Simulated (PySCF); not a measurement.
Compound: o-xylene, C₈H₁₀.
SMILES: `Cc1ccccc1C`

The closed-shell ground state was solved at several levels (PySCF, density fitting, gas phase, non-relativistic). Geometry: PBE0-D3(BJ)/def2-SVP; no solvent, vibrations or thermal averaging.

```csv
level,basis functions,HOMO (eV),LUMO (eV),gap (eV),dipole (D)
LDA/def2-SVPD,240,-5.99,-1.19,4.80,0.77
PBE0/6-31+G*,164,-6.72,0.00,6.72,0.69
BHandHLYP/def2-SVPD,240,-7.56,0.96,8.52,0.64
PBE/def2-SVPD,240,-5.82,-0.97,4.85,0.69
PBE0/aug-cc-pVDZ,274,-6.74,-0.11,6.63,0.71
PBE0/pcSseg-1,186,-6.79,-0.03,6.76,0.71
HF/def2-SVPD,240,-8.65,2.71,11.36,0.62
PBE0/6-31G*,132,-6.51,0.34,6.85,0.59
```

Estimate the row for CAM-B3LYP/def2-SVPD, a basis of 240 functions; the other rows only guide the guess.

HOMO -7.97 eV, LUMO 1.01 eV, gap 8.98 eV, dipole 0.66 D.

Over all these levels, which gives the widest orbital gap and which the narrowest?

HF/def2-SVPD (Hartree–Fock, all exact exchange) has the widest, 11.36 eV, and LDA/def2-SVPD (LDA) the narrowest, 4.80 eV. The two share the basis. From the narrowest to the widest the HOMO moves by -2.66 eV and the LUMO by +3.90 eV. The HOMO need not be the same orbital at Hartree–Fock and at DFT levels.

How much does the basis alone move the frontier levels among the 4 PBE0 rows?

The HOMO by 0.28 eV and the LUMO by 0.45 eV. By rising basis size (HOMO, LUMO in eV): 6-31G* -6.51, 0.34; 6-31+G* -6.72, 0.00; pcSseg-1 -6.79, -0.03; aug-cc-pVDZ -6.74, -0.11.

In the def2-SVPD basis, how does the gap go with the fixed share of exact exchange?

LDA (0 %) 4.80 eV; PBE (0 %) 4.85 eV; BHandHLYP (50 %) 8.52 eV; HF (100 %) 11.36 eV. Each rise in the share widens the gap here.

How far do the dipole and the HOMO energy spread over the levels?

The dipole runs from 0.59 to 0.77 D (mean 0.68 D) and the HOMO from -8.65 to -5.82 eV.
